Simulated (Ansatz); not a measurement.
Reaction (ligand exchange at the Si–C bond): `F[SiH2]C1C[SiH2]1` + `N[SiH](F)F` → `F[SiH2]N[SiH](F)F` + `C1C[SiH2]1`

Calculated with Ansatz (gas phase, PBE0-D4/def2-TZVP geometries, no zero-point term in ΔE). CCSD(T)/CBS is the MP2 limit (def2-TZVPP, def2-QZVPP) plus CCSD(T) − MP2 in def2-TZVPP, frozen cores. This one scheme is used for every species. DFT in def2-TZVPP. B3LYP here is the variant with VWN-RPA as its local correlation; programs differ in this. One conformer a species, not always the lowest.

| level | ΔE (kcal/mol) | difference from CCSD(T)/CBS |
| --- | --- | --- |
| PBE-D4 | -11.3 | 1.0 |
| r2SCAN-D4 | -12.4 | -0.1 |
| PBE0-D4 | -11.6 | 0.7 |
| B3LYP-D4 | -12.8 | -0.5 |
| ωB97M-V | -12.5 | -0.2 |
| B2PLYP | -13.2 | -0.9 |
| HF/def2-TZVPP | -14.9 | -2.6 |
| MP2/def2-TZVPP | -12.4 | -0.1 |
| SCS-MP2/def2-TZVPP | -13.0 | -0.7 |
| CCSD/def2-TZVPP | -13.1 | -0.8 |
| CCSD(T)/def2-TZVPP | -12.8 | -0.5 |
| HF/def2-QZVPP | -15.0 | -2.7 |
| SCS-MP2/def2-QZVPP | -12.8 | -0.5 |
| HF/CBS(def2) | -15.1 | -2.8 |
| MP2/CBS(def2) | -11.9 | 0.4 |
| CCSD/CBS(def2) | -12.7 | -0.4 |
| CCSD(T)/CBS | -12.3 | 0 |

Largest T1 diagnostic among the species: 0.012.

In def2-TZVPP, CCSD(T) changes the Hartree–Fock value by +2.1 kcal/mol (the triples alone add +0.3 kcal/mol) and MP2 by +2.5 kcal/mol.
